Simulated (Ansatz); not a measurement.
```yaml
crystal:
  periodic: [false, false, false]
  atoms:
    - {symbol: F, position_ang: [0.086218, -1.266020, -0.727564]}
    - {symbol: Ga, position_ang: [-1.690152, -1.311035, 1.501460]}
    - {symbol: Si, position_ang: [0.418621, 0.285109, -0.383441]}
    - {symbol: S, position_ang: [-0.701339, 0.811244, 1.298337]}
    - {symbol: H, position_ang: [1.879242, 0.352599, -0.146990]}
    - {symbol: H, position_ang: [0.049412, 1.064103, -1.587901]}
basis:
  gaussian: {orbitals: 6-31G}
hamiltonian: {xc: {name: PBE0}}
correlation: {method: rpa}
scf: {lower_state_search: full}
```

```sh
$ ansatz run in.yaml --threads 2 --pin off --events-out ev --progress --plain --max-ram 4352MiB
```

It prints (some lines left out):

```
Functional definition: PBE0
  name "PBE0"
  cite "Adamo & Barone, J. Chem. Phys. 110, 6158 (1999) doi:10.1063/1.478522"
  cite "Perdew, Burke & Ernzerhof, Phys. Rev. Lett. 77, 3865 (1996) doi:10.1103/PhysRevLett.77.3865"
  parent pbe
  parameter a = 0.25
  parameter kappa = 0.804
  parameter beta = 0.06672455060314922
  exchange = (1 - a)*pbe_x(kappa = kappa, mu = beta*pi^2/3) + a*exact_x
  correlation = pbe_c(beta = beta)
672 factors; integrals over basis functions are off by at most 2.9e-4 eV
mean field evaluation 1: about -73811.6031 eV, gradient 3.3e1 eV
mean field evaluation 2: about -73811.6309 eV, gradient 3.3e1 eV
mean field evaluation 4: about -73813.9705 eV, gradient 1.3e0 eV
mean field evaluation 8: about -73813.9796 eV, gradient 4.0e-2 eV
mean field evaluation 16: about -73813.9796 eV, gradient 3.3e-6 eV
mean field -73813.97956746 eV, -2712.6137161919 hartree, gradient 3.3e-6 eV, S^2 0.000000; 0 other end points of the search recorded, 0 dependent functions left out
20 core orbitals not correlated: weight in the atoms' cores, before any rotation towards them, 1.000 or more for the frozen orbitals, at most 0.000 for the correlated occupied ones
reference -73741.32288987 eV, -2709.9436325387 hartree; 16, 16 occupied and 32, 32 virtual orbitals, 672 factors
Total energy: -73756.59236176 eV, -2710.5047752807 hartree
```

Run time 2.3 s (2 threads of an Arm Neoverse V1 on a shared host); peak host memory 0.39 GiB.
